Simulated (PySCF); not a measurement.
Isomers of C5H6O2 and their computed core-level spectra.

Computed with PySCF, delta-SCF UKS SCAN, pcX-2 on the ionised atom, pcseg-1 elsewhere, spin-free X2C. Geometries: GFN2-xTB; isolated species, one conformer each.

Line lists (1s up to Mg, 2p3/2 beyond; areas count atoms within a level, one atom standing for each set equivalent by bonding):
1. C 1s: 290.60 (area 1), 291.05 (area 1), 291.10 (area 1), 292.03 (area 1), 294.43 (area 1) eV; O 1s: 537.86 (area 1), 539.89 (area 1) eV
2. C 1s: 289.88 (area 1), 290.30 (area 1), 290.75 (area 1), 291.31 (area 1), 294.74 (area 1) eV; O 1s: 537.73 (area 1), 539.92 (area 1) eV
3. C 1s: 289.94 (area 1), 290.30 (area 1), 291.17 (area 1), 292.62 (area 1), 293.06 (area 1) eV; O 1s: 539.35 (area 1), 540.06 (area 1) eV
4. C 1s: 290.31 (area 1), 291.21 (area 1), 291.57 (area 1), 291.97 (area 1), 292.56 (area 1) eV; O 1s: 539.13 (area 1), 539.88 (area 1) eV
5. C 1s: 291.32 (area 1), 291.38 (area 2), 293.80 (area 2) eV; O 1s: 538.10 eV

Structures:
A. `C=CC(=C)C(=O)O`
B. `O=C1CCC(=O)C1`
C. `COC1=COC=C1`
D. `COc1ccco1`
E. `O=COC=C1CC1`

**Question.** Which list belongs to which compound?

**Answer.** 
- 1 = E: another candidate has the same counts of sites, so positions decide. C 1s: 290.60 fully substituted alkene carbon, 291.05 allylic carbon, 291.10 allylic carbon, 292.03 vinylic carbon bearing oxygen, 294.43 ester carbonyl carbon; O 1s: 537.86 ester carbonyl oxygen, 539.89 ester single-bonded oxygen.
- 2 = A: another candidate has the same counts of sites, so positions decide. C 1s: 289.88 terminal =CH2 carbon, 290.30 terminal =CH2 carbon, 290.75 alkene CH carbon, 291.31 fully substituted alkene carbon, 294.74 carboxylic acid carbon; O 1s: 537.73 acid carbonyl oxygen, 539.92 acid hydroxyl oxygen.
- 3 = D: another candidate has the same counts of sites, so positions decide. C 1s: 289.94 aromatic CH carbon, 290.30 aromatic CH carbon, 291.17 aromatic CH next to a ring oxygen, 292.62 methoxy carbon, 293.06 aromatic carbon bearing oxygen; O 1s: 539.35 aryl ether oxygen, 540.06 furan-type oxygen.
- 4 = C: another candidate has the same counts of sites, so positions decide. C 1s: 290.31 aromatic CH carbon, 291.21 aromatic CH next to a ring oxygen, 291.57 aromatic CH next to a ring oxygen, 291.97 aromatic carbon bearing oxygen, 292.56 methoxy carbon; O 1s: 539.13 aryl ether oxygen, 539.88 furan-type oxygen.
- 5 = B: no other candidate has these counts of sites. C 1s: 291.32 sp3 carbon next to a carbonyl, 291.38 sp3 carbon next to a carbonyl (×2), 293.80 ketone carbonyl carbon (×2); O 1s: 538.10 ketone oxygen (×2).

4 of these hole states are spin-contaminated (⟨S²⟩ up to 0.92, against 0.75; counted from 0.85) and less certain.
